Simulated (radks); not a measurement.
Q: Neutral strontium, [Kr] 5s2. Method: non-relativistic Kohn-Sham, PBE, spin-polarised, spherical densities, point nucleus; computed with a radial shooting solver on a logarithmic mesh with Libxc functionals. Every spin shell is full or empty, so the densities are truly spherical. Functionals are evaluated on that one density, not self-consistently. Rank these orbital-free kinetic functionals by their error against the exact value of the orbitals, and give that value: Thomas-Fermi, von Weizsacker, TF + vW/9, TF + vW/5, LC94, APBEK, revAPBEK, Pearson, Ernzerhof.

A: Exact: 3131.29 hartree. From best to worst, with 100 (|E| - |E exact|)/|E exact| (equal figures are ties): LC94 +0.06, APBEK +0.13, revAPBEK +0.34, Ernzerhof -0.37, TF + vW/9 -0.70, Pearson -1.02, TF + vW/5 +3.34, Thomas-Fermi -5.76, von Weizsacker -54.48.
